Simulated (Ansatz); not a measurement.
System: C$_{2}$H$_{6}$BBr (charge 0, singlet). 
Geometry from a B3LYP-D3(BJ)/def2-TZVP (Ansatz, a quantum-chemistry and plane-wave program) optimisation:
```
B
C 1 1.5568
H 2 1.0894 1 114.36
H 2 1.0927 3 109.77 1 -127.19
H 2 1.0988 3 106.64 4 -114.68
C 1 1.5568 2 124.22 3 -152.49
H 6 1.0894 1 114.36 2 -152.49
H 6 1.0927 7 109.77 1 -127.19
H 6 1.0988 7 106.64 8 -114.68
Br 1 1.9497 2 117.89 3 27.51
```
Charge 0, spin multiplicity 1.

Total electronic energies in hartree. Correlated levels leave the core frozen unless marked. Spin-orbit coupling is left out. Frozen are the shells of the preceding noble gas and the d and f shells that filled before the atom's block. No relativistic terms. CBS marks a two-point X^-3 extrapolation of the correlation energy; Hartree-Fock from the larger set. [CCSD(T)-MP2]/basis is that difference in the basis named.

```json
[
 {"level": "BLYP-D4/def2-TZVPD", "program": "Ansatz + dftd4", "energy (Eh)": "-2678.89206"},
 {"level": "PBE0/6-31G*", "program": "Ansatz", "energy (Eh)": "-2678.14589"},
 {"level": "r2SCANh-D4/def2-TZVPD", "program": "Ansatz + dftd4", "energy (Eh)": "-2678.83514"},
 {"level": "B2GP-PLYP-D4/def2-TZVPD", "program": "Ansatz + dftd4", "energy (Eh)": "-2678.22594"},
 {"level": "RPA@PBE/cc-pVQZ", "program": "Ansatz", "energy (Eh)": "-2677.58123"},
 {"level": "MP2/aug-cc-pVDZ", "program": "Ansatz", "energy (Eh)": "-2676.87917"},
 {"level": "SCS-MP2/aug-cc-pVTZ", "program": "Ansatz", "energy (Eh)": "-2677.10149"},
 {"level": "CCSD/cc-pVTZ", "program": "Ansatz", "energy (Eh)": "-2677.13260"},
 {"level": "RI-MP2/CBS(aug-cc-pVTZ,aug-cc-pVQZ)+[CCSD(T)-MP2]/aug-cc-pVTZ", "program": "Ansatz", "energy (Eh)": "-2677.2495"}
]
```

Totals of different functionals don't rank their quality; only differences between species are comparable.
